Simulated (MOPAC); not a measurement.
A run for MOPAC: PM6 on BiF2HTe (SMILES [F][Bi]([F])[TeH]), a point of a torsion scan.

```
PM6 1SCF PRECISE CHARGE=0 THREADS=1
BiF2HTe

F     -1.45949092 1     1.57909117 1     0.35652245 1
Bi    -0.71198151 1    -0.01507077 1    -0.73897370 1
F     -1.55767713 1    -1.48122227 1     0.43880714 1
Te     1.53804124 1    -0.12699359 1     0.79561317 1
H      0.84332608 1    -1.16949202 1     1.83861462 1
```

It printed:

```
*******************************************************************************
 **                                                                           **
 **                              MOPAC v23.2.5                                **
 **                                                                           **
 *******************************************************************************
 ** MOPAC's Digital Object Identifier: https://doi.org/10.5281/zenodo.6511958 **
 **                                                                           **
 ** Please cite the open-source release paper for use of this MOPAC version:  **
 ** J. E. Moussa and J. J. P. Stewart (2026)                                  **
 ** MOPAC: An open-source semiempirical molecular orbital program             **
 ** J. Open Source Softw., 11(119), 8025, https://doi.org/10.21105/joss.08025 **
 *******************************************************************************

                              PM6 CALCULATION RESULTS

 *******************************************************************************
 *  PM6        - The PM6 Hamiltonian to be used
 *
 *
 *
 *                 CHARGE ON SYSTEM = 0
 *
 *
 *
 *  PRECISE    - TIGHTER CRITERIA TO BE USED
 *  1SCF       - DO 1 SCF AND THEN STOP
 *  THREADS=1  - MULTI-THREADING NOT USED
 *  T=         - A TIME OF 172800.0 SECONDS REQUESTED
 *  DUMP=N     - RESTART FILE WRITTEN EVERY 7200.0 SECONDS REQUESTED
 *******************************************************************************
PM6 1SCF PRECISE CHARGE=0 THREADS=1
 BiF2HTe

   ATOM   CHEMICAL          X               Y               Z
  NUMBER   SYMBOL      (ANGSTROMS)     (ANGSTROMS)     (ANGSTROMS)

     1       F         -1.45949092  *   1.57909117  *   0.35652245  *
     2      Bi         -0.71198151  *  -0.01507077  *  -0.73897370  *
     3       F         -1.55767713  *  -1.48122227  *   0.43880714  *
     4      Te          1.53804124  *  -0.12699359  *   0.79561317  *
     5       H          0.84332608  *  -1.16949202  *   1.83861462  *



          CARTESIAN COORDINATES

    NO.       ATOM           X           Y           Z

     1         F         -1.4595      1.5791      0.3565
     2        Bi         -0.7120     -0.0151     -0.7390
     3         F         -1.5577     -1.4812      0.4388
     4        Te          1.5380     -0.1270      0.7956
     5         H          0.8433     -1.1695      1.8386

 General Reference for PM6:
 "Optimization of Parameters for Semiempirical Methods V: Modification of NDDO Approximations
 and Application to 70 Elements", J. J. P. Stewart, J. Mol. Mod., 13, 1173-1213 (2007)
 URL: https://link.springer.com/article/10.1007/s00894-007-0233-4

           Empirical Formula: H F2 Bi Te  =     5 atoms



      MOLECULAR POINT GROUP   :   C1


      RHF CALCULATION, NO. OF DOUBLY OCCUPIED LEVELS = 13


 -------------------------------------------------------------------------------
 PM6 1SCF PRECISE CHARGE=0 THREADS=1
 BiF2HTe



     1SCF WAS SPECIFIED, SO BFGS WAS NOT USED
     SCF FIELD WAS ACHIEVED


                              PM6 CALCULATION
                                                       MOPAC v23.2.5 Linux




          FINAL HEAT OF FORMATION =       -182.49538 KCAL/MOL =    -763.56067 KJ/MOL


          COSMO AREA              =        137.52 SQUARE ANGSTROMS
          COSMO VOLUME            =        136.81 CUBIC ANGSTROMS

          IONIZATION POTENTIAL    =          9.345003 EV
          HOMO LUMO ENERGIES (EV) =         -9.345 -1.566
          NO. OF FILLED LEVELS    =         13
          MOLECULAR WEIGHT        =        375.5851         POINT GROUP:  C1

          MOLECULAR DIMENSIONS (Angstroms)

            Atom       Atom       Distance
            H     5    F     1     3.87998
           Te     4    F     3     3.24282
           Bi     2    F     1     1.66709


          SCF CALCULATIONS        =          1





   ATOM   CHEMICAL          X               Y               Z
  NUMBER   SYMBOL      (ANGSTROMS)     (ANGSTROMS)     (ANGSTROMS)

     1       F         -1.45949092  *   1.57909117  *   0.35652245  *
     2      Bi         -0.71198151  *  -0.01507077  *  -0.73897370  *
     3       F         -1.55767713  *  -1.48122227  *   0.43880714  *
     4      Te          1.53804124  *  -0.12699359  *   0.79561317  *
     5       H          0.84332608  *  -1.16949202  *   1.83861462  *

                             CARTESIAN COORDINATES

   1    F       -1.459490920     1.579091170     0.356522450
   2   Bi       -0.711981510    -0.015070770    -0.738973700
   3    F       -1.557677130    -1.481222270     0.438807140
   4   Te        1.538041240    -0.126993590     0.795613170
   5    H        0.843326080    -1.169492020     1.838614620


           Empirical Formula: H F2 Bi Te  =     5 atoms



      MOLECULAR POINT GROUP   :   C1


                  EIGENVALUES
 -73.31021 -37.22570 -36.62138 -21.53238 -14.44425 -14.24364 -14.13630 -13.47680
 -13.05880 -12.44175 -11.94644  -9.63501  -9.34500  -1.56642  -1.32918   0.15535
   2.14311


              NET ATOMIC CHARGES AND DIPOLE CONTRIBUTIONS

  ATOM NO.   TYPE          CHARGE      No. of ELECS.   s-Pop       p-Pop
    1          F          -0.569203        7.5692     1.96783     5.60137
    2         Bi           1.008964        3.9910     1.79301     2.19803
    3          F          -0.565298        7.5653     1.96629     5.59901
    4         Te          -0.090042        6.0900     1.89127     4.19878
    5          H           0.215579        0.7844     0.78442
 DIPOLE           X         Y         Z       TOTAL
 POINT-CHG.     4.977    -1.524    -4.188     6.681
 HYBRID        -0.602    -0.635     1.197     1.483
 SUM            4.376    -2.160    -2.991     5.723


          ATOMIC ORBITAL ELECTRON POPULATIONS

     Atom    s        px        py        pz
    1  F   1.96783   1.95299   1.76336   1.88502
    2 Bi   1.79301   0.65484   0.54534   0.99784
    3  F   1.96629   1.94919   1.79308   1.85674
    4 Te   1.89127   1.36564   1.56665   1.26648
    5  H   0.78442

 **********************
 *                    *
 * JOB ENDED NORMALLY *
 *                    *
 **********************




 == MOPAC DONE ==
```

The run finished.

Cost: very roughly 0.03 core-seconds.
